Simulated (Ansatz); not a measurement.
[WO3Cl]- (WClO3⁻). Total charge -1; singlet. Geometry r2SCAN-D4/def2-SVPD; atoms count from 1.

Cartesian coordinates in Å:
```
W -0.099 -0.014 -0.050
O -0.916 -1.418 0.609
O -1.105 1.398 0.210
O 0.117 -0.243 -1.774
Cl 2.003 0.277 1.005
```

In the def2 sets W takes a core potential; there is no spin–orbit coupling.

Question: Estimate the Mulliken populations from the PBE0/def2-TZVPD orbitals of Ansatz.

Answer: 
| atom | charge (e) | d electrons |
| --- | --- | --- |
| W1 | 1.69 | 3.45 |
| O2 | -0.68 | – |
| O3 | -0.68 | – |
| O4 | -0.68 | – |
| Cl5 | -0.64 | – |
Mulliken values and Mayer orders depend strongly on the basis. With diffuse functions, as here, like atoms can get unlike values, and bond orders can come out too low or too high.

Question: And the Mayer bond orders between bonded heavy atoms (over 0.3)?

Answer: W1–O2 1.73 (1.75 Å); W1–O3 1.73 (1.75 Å); W1–O4 1.73 (1.75 Å); W1–Cl5 0.60 (2.37 Å).
